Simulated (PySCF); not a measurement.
C4H12Ge, singlet, at a GFN2-xTB geometry; PySCF with TPSS/STO-3G.

Here is a job for PySCF.
```python
from pyscf import gto, scf, dft

mol = gto.M(
    atom='''
C    -0.23947062   -1.06595218   -1.65989926
Ge    0.00000000    0.00000000   -0.00000000
C    -0.06719706    1.93648478   -0.44088209
C    -1.45232338   -0.43786460    1.28370447
C     1.75899106   -0.43266800    0.81707688
H    -1.19574845   -0.84621800   -2.12542525
H    -0.20636169   -2.12977053   -1.44389199
H     0.54406792   -0.84340260   -2.37823336
H     0.06161749    2.54065356    0.45234337
H    -1.02110312    2.19755474   -0.88962537
H     0.71871324    2.20037014   -1.14243348
H    -2.42529904   -0.20948328    0.85870428
H    -1.43591229   -1.49303582    1.54023754
H    -1.34257843    0.13361553    2.20067303
H     1.81961363   -1.48776767    1.06718570
H     2.57004324   -0.20139974    0.13284433
H     1.91294749    0.13888367    1.72762118
''',
    basis='sto-3g',
    verbose=4,
)

mf = dft.RKS(mol)
mf.xc = 'tpss'
mf.kernel()
mf.analyze()
```

Output, abridged:

```
PySCF version 2.14.0

[INPUT] verbose = 4
[INPUT] num. atoms = 17
[INPUT] num. electrons = 68
[INPUT] charge = 0
[INPUT] spin (= nelec alpha-beta = 2S) = 0
[INPUT] symmetry False subgroup None
[INPUT] Mole.unit = angstrom
[INPUT] Symbol           X                Y                Z      unit          X                Y                Z       unit  Magmom
[INPUT]  1 C     -0.239470620000  -1.065952180000  -1.659899260000 AA   -0.452533886680  -2.014357682083  -3.136754995768 Bohr   0.0
[INPUT]  2 Ge     0.000000000000   0.000000000000   0.000000000000 AA    0.000000000000   0.000000000000   0.000000000000 Bohr   0.0
[INPUT]  3 C     -0.067197060000   1.936484780000  -0.440882090000 AA   -0.126984039776   3.659425878589  -0.833146403326 Bohr   0.0
[INPUT]  4 C     -1.452323380000  -0.437864600000   1.283704470000 AA   -2.744493432503  -0.827444173642   2.425849873180 Bohr   0.0
[INPUT]  5 C      1.758991060000  -0.432668000000   0.817076880000 AA    3.324011358958  -0.817624022863   1.544051525914 Bohr   0.0
[INPUT]  6 H     -1.195748450000  -0.846218000000  -2.125425250000 AA   -2.259637084373  -1.599120261677  -4.016471620735 Bohr   0.0
[INPUT]  7 H     -0.206361690000  -2.129770530000  -1.443891990000 AA   -0.389967076702  -4.024683009870  -2.728560414553 Bohr   0.0
[INPUT]  8 H      0.544067920000  -0.843402600000  -2.378233360000 AA    1.028139361962  -1.593799926746  -4.494209710704 Bohr   0.0
[INPUT]  9 H      0.061617490000   2.540653560000   0.452343370000 AA    0.116440180583   4.801139405801   0.854805083563 Bohr   0.0
[INPUT] 10 H     -1.021103120000   2.197554740000  -0.889625370000 AA   -1.929605241739   4.152776602340  -1.681148302765 Bohr   0.0
[INPUT] 11 H      0.718713240000   2.200370140000  -1.142433480000 AA    1.358171185699   4.158096937271  -2.158886392734 Bohr   0.0
[INPUT] 12 H     -2.425299040000  -0.209483280000   0.858704280000 AA   -4.583150955771  -0.395866026876   1.622715911192 Bohr   0.0
[INPUT] 13 H     -1.435912290000  -1.493035820000   1.540237540000 AA   -2.713480966997  -2.821428793965   2.910627117374 Bohr   0.0
[INPUT] 14 H     -1.342578430000   0.133615530000   2.200673030000 AA   -2.537105533449   0.252496757689   4.158669316417 Bohr   0.0
[INPUT] 15 H      1.819613630000  -1.487767670000   1.067185700000 AA    3.438571413226  -2.811473433282   2.016688697052 Bohr   0.0
[INPUT] 16 H      2.570043240000  -0.201399740000   0.132844330000 AA    4.856677851890  -0.380590350159   0.251039400901 Bohr   0.0
[INPUT] 17 H      1.912947490000   0.138883670000   1.727621180000 AA    3.614946846774   0.262452099474   3.264730877198 Bohr   0.0

nuclear repulsion = 395.501390849737
number of shells = 32
number of NR pGTOs = 150
number of NR cGTOs = 50
basis = sto-3g
ecp = {}

******** <class 'pyscf.dft.rks.RKS'> ********
method = RKS
initial guess = minao
damping factor = 0
level_shift factor = 0
DIIS = <class 'pyscf.scf.diis.CDIIS'>
diis_start_cycle = 1
diis_space = 8
diis_damp = 0
SCF conv_tol = 1e-09
SCF conv_tol_grad = None
SCF max_cycles = 50
direct_scf = True
direct_scf_tol = 1e-13
XC library pyscf.dft.libxc version 7.1.2
    S. Lehtola, C. Steigemann, M. J. T. Oliveira, and M. A. L. Marques,  SoftwareX 7, 1–5 (2018)
XC functionals = tpss
    J. Tao, J. P. Perdew, V. N. Staroverov, and G. E. Scuseria,  Phys. Rev. Lett. 91, 146401 (2003)
    J. P. Perdew, J. Tao, V. N. Staroverov, and G. E. Scuseria,  J. Chem. Phys. 120, 6898 (2004)
    J. Tao, J. P. Perdew, V. N. Staroverov, and G. E. Scuseria,  Phys. Rev. Lett. 91, 146401 (2003)
    J. P. Perdew, J. Tao, V. N. Staroverov, and G. E. Scuseria,  J. Chem. Phys. 120, 6898 (2004)
radial grids:
    Treutler-Ahlrichs [JCP 102, 346 (1995); DOI:10.1063/1.469408] (M4) radial grids

becke partition: Becke, JCP 88, 2547 (1988); DOI:10.1063/1.454033
pruning grids: <function nwchem_prune>
grids dens level: 3
symmetrized grids: False
atomic radii adjust function: <function treutler_atomic_radii_adjust>
small_rho_cutoff = 0
Set gradient conv threshold to 3.16228e-05
Initial guess from minao.
tot grids = 194808
init E= -2208.39414949298
  HOMO = -0.50184697563155  LUMO = -0.116394080274531  gap/eV = 10.48871
cycle= 1 E= -2210.76647545132  delta_E= -2.37  |g|= 0.62  |ddm|= 4.59
  HOMO = 0.234965814969334  LUMO = 0.344230835259025  gap/eV = 2.97325
cycle= 2 E= -2210.58194224544  delta_E= 0.185  |g|=  1.1  |ddm|= 2.65
  HOMO = -0.0976075992439332  LUMO = 0.257694609084159  gap/eV = 9.66827
cycle= 3 E= -2210.90310471788  delta_E= -0.321  |g|= 0.205  |ddm|= 1.83
  HOMO = -0.0496505064376733  LUMO = 0.225907290615548  gap/eV = 7.49831
cycle= 4 E= -2210.91529672199  delta_E= -0.0122  |g|= 0.0642  |ddm|= 0.395
  HOMO = -0.0683597372548032  LUMO = 0.224467661801178  gap/eV = 7.96824
cycle= 5 E= -2210.91677040519  delta_E= -0.00147  |g|= 0.00538  |ddm|= 0.109
  HOMO = -0.0679421897096861  LUMO = 0.22516348640957  gap/eV = 7.97581
cycle= 6 E= -2210.91678463486  delta_E= -1.42e-05  |g|= 0.000108  |ddm|= 0.0118
  HOMO = -0.0678838390323027  LUMO = 0.225165036754077  gap/eV = 7.97427
cycle= 7 E= -2210.91678463959  delta_E= -4.74e-09  |g|= 1.4e-06  |ddm|= 0.000251
  HOMO = -0.0678846081140255  LUMO = 0.225165004159364  gap/eV = 7.97429
cycle= 8 E= -2210.91678463959  delta_E=    0  |g|= 4.63e-07  |ddm|= 3.4e-06
  HOMO = -0.0678846005823457  LUMO = 0.225165005264037  gap/eV = 7.97429
Extra cycle  E= -2210.91678463959  delta_E= 4.09e-12  |g|= 5.7e-07  |ddm|= 1.45e-06
converged SCF energy = -2210.91678463959
**** SCF Summaries ****
Total Energy =                       -2210.916784639589878
Nuclear Repulsion Energy =             395.501390849736595
One-electron Energy =                -3877.254315193481489
Two-electron Energy =                 1270.836139704154903
Two-electron Coulomb Energy =         1376.902982258888869
DFT Exchange-Correlation Energy =     -106.066842554733853
HOMO-LUMO gap [eV] =                     7.974285947694781
**** MO energy ****
MO #1   energy= -393.123940951341  occ= 2
MO #2   energy= -47.4976754944875  occ= 2
MO #3   energy= -43.1820079276466  occ= 2
MO #4   energy= -43.1820078971936  occ= 2
MO #5   energy= -43.1820077426425  occ= 2
MO #6   energy= -9.78498104416794  occ= 2
MO #7   energy= -9.784787697501    occ= 2
MO #8   energy= -9.78478692606222  occ= 2
MO #9   energy= -9.78478624279334  occ= 2
MO #10  energy= -5.33032204905744  occ= 2
MO #11  energy= -3.57547266665388  occ= 2
MO #12  energy= -3.57547174003678  occ= 2
MO #13  energy= -3.57547124566342  occ= 2
MO #14  energy= -0.621830087180524 occ= 2
MO #15  energy= -0.590071241533472 occ= 2
MO #16  energy= -0.590070920069257 occ= 2
MO #17  energy= -0.590070419056242 occ= 2
MO #18  energy= -0.369930703131819 occ= 2
MO #19  energy= -0.332244123329312 occ= 2
MO #20  energy= -0.332243780760705 occ= 2
MO #21  energy= -0.332242845097598 occ= 2
MO #22  energy= -0.320679282735908 occ= 2
MO #23  energy= -0.320678926143512 occ= 2
MO #24  energy= -0.30914406336123  occ= 2
MO #25  energy= -0.309143886853827 occ= 2
MO #26  energy= -0.309143205837925 occ= 2
MO #27  energy= -0.221508878979288 occ= 2
MO #28  energy= -0.221508654575581 occ= 2
MO #29  energy= -0.221507865363866 occ= 2
MO #30  energy= -0.070951521739744 occ= 2
MO #31  energy= -0.0709449505804699 occ= 2
MO #32  energy= -0.0678936311481586 occ= 2
MO #33  energy= -0.0678890196424284 occ= 2
MO #34  energy= -0.0678846005823457 occ= 2
MO #35  energy= 0.225165005264037  occ= 0
MO #36  energy= 0.266082200063113  occ= 0
MO #37  energy= 0.266083476532773  occ= 0
MO #38  energy= 0.26608416650239   occ= 0
MO #39  energy= 0.445706392117224  occ= 0
MO #40  energy= 0.445706780904999  occ= 0
MO #41  energy= 0.456453357351416  occ= 0
MO #42  energy= 0.45645403091587   occ= 0
 ** Mulliken pop on meta-lowdin orthogonal AOs  **
 ** Mulliken pop  **
 ** Mulliken atomic charges  **
charge of    0C =     -0.25036
charge of    1Ge =      0.54660
charge of    2C =     -0.25036
charge of    3C =     -0.25036
charge of    4C =     -0.25036
charge of    5H =      0.03790
charge of    6H =      0.03790
charge of    7H =      0.03790
charge of    8H =      0.03790
charge of    9H =      0.03790
charge of   10H =      0.03790
charge of   11H =      0.03790
charge of   12H =      0.03790
charge of   13H =      0.03790
charge of   14H =      0.03790
charge of   15H =      0.03790
charge of   16H =      0.03790
Dipole moment(X, Y, Z, Debye): -0.00001, -0.00001, -0.00001
```
